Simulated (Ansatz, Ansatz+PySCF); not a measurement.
```xyz
2

H     0.0000    0.0000   -0.7609
H     0.0000    0.0000    0.7609
```

Basis set: cc-pVDZ (spherical functions). All electrons are correlated. Charge 0, multiplicity 1.

Computed with Ansatz (development build ahead of 0.2.0); each method stands on the lowest determinant of its kind that the runs found. Restricted open shells among the atoms or ions are ROHF, correlated in semicanonical orbitals with singles. Restricted functionals stand beside restricted open-shell atoms, which can lie above the unrestricted atoms usual in DFT and then raise those values.

The atomization energy at this shape (free ground-state atoms in the same class of orbitals less the molecule, no zero-point energy) of singlet H₂:

```tsv
method	atomization energy
PBE (restricted)	1.54 eV
r²SCAN (unrestricted)	1.49 eV
r²SCAN (restricted)	1.46 eV
PBE0 (unrestricted)	1.32 eV
ωB97X (restricted)	1.29 eV
RHF-MP2	0.97 eV
UHF-MP2	0.81 eV
UHF	0.58 eV
RHF	-0.01 eV
```

(1) What does RHF-CCSD(T) give?

Results:

(1) 1.64 eV. Caution: the shape is not the minimum. Caution for RHF-CCSD(T), RHF-MP2, RHF: an unrestricted determinant lies well below. Caution for RHF-CCSD(T), RHF-MP2, UHF-MP2: large amplitudes, a single reference is doubtful. Caution for PBE0 (unrestricted), UHF-MP2, UHF: the determinant breaks the point group. Caution for UHF-MP2: another reference gives a lower total. Caution for UHF-MP2, UHF: the unrestricted determinant is spin contaminated.
